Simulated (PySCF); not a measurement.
## Ionisation energy of Ta⁺ by level of theory

Ta⁺ [Xe] 4f14 5d3 6s1 (5F) → Ta²⁺ [Xe] 4f14 5d3 (4F), as a difference of total energies. Calculation: PySCF 2.14, in aug-cc-pwCVDZ-PP with ECP60MDF (6s6p5d3f, 70 functions); scalar relativity through the core potential. Correlated levels: valence: 5s2 5p6 frozen. The calculations carry no spin-orbit coupling.

| method | ionisation energy (eV) |
| --- | --- |
| UHF | 14.191 |
| MP2 (valence) | 14.533 |
| SCS-MP2 (valence) | 14.305 |
| CCSD (valence) | 14.613 |
| CCSD(T) (valence) | 14.620 |

Question: How much does correlation contribute at CCSD(T) (valence)?

Answer: 14.620 − (14.191) = 0.429 eV, measured against UHF.

The reference lies between the lowest fine-structure levels, while these numbers refer to the centres of the terms.

Errors of the correlated levels include the incompleteness of this basis and the frozen core.

Every method misses the reference by a wide margin, which points to the basis or the choice of state and not to the methods.

For comparison: 16.2 ± 0.5 eV (semi-empirical (NIST evaluation); NIST Atomic Spectra Database, ionization energies).
